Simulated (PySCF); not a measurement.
C2H2O3Si, SMILES O=C1OC(=O)[SiH2]1.

Geometry: TPSSh-D3(BJ)/def2-SVP.

Calculation: M06-2X/def2-TZVP (PySCF).

Gas-phase values at a fixed geometry.

Computed frontier levels, gap, dipole moment and polarisability:
The highest occupied level is -9.47 eV, the lowest empty level is -0.90 eV and the orbital gap comes out as 8.57 eV. The dipole moment is 4.25 D and the quadrupole, principal values (traceless, Buckingham form, about the centre of nuclear charge) is -13.13, 5.72, 7.41 D·Å. The mean static polarisability comes out as 54.2 bohr³ (8.04 Å³). The polarisability, principal values comes out as 39.0, 58.5, 65.2 bohr³.
